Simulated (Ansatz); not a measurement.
(1) Predict a relaxed structure of Be3⁻ (the lowest doublet isomer of a short search), charge -1, doublet, at B3LYP/def2-TZVPD (Ansatz).

## Answers

(1) 
Cartesian coordinates in Å:
```
Be 0.943 0.578 -0.489
Be 0.146 -0.653 1.007
Be -1.089 0.075 -0.519
```
Point group D3h (tolerance 0.1 Å). This is one stationary point.

The highest occupied level of the charge -1 doublet lies above zero (up to 0.23 eV). By energy differences its removal costs 1.63 eV (vertical, to the charge 0 singlet, at PBE/def2-TZVPD). The structure comes from a short search, and lower isomers may exist.
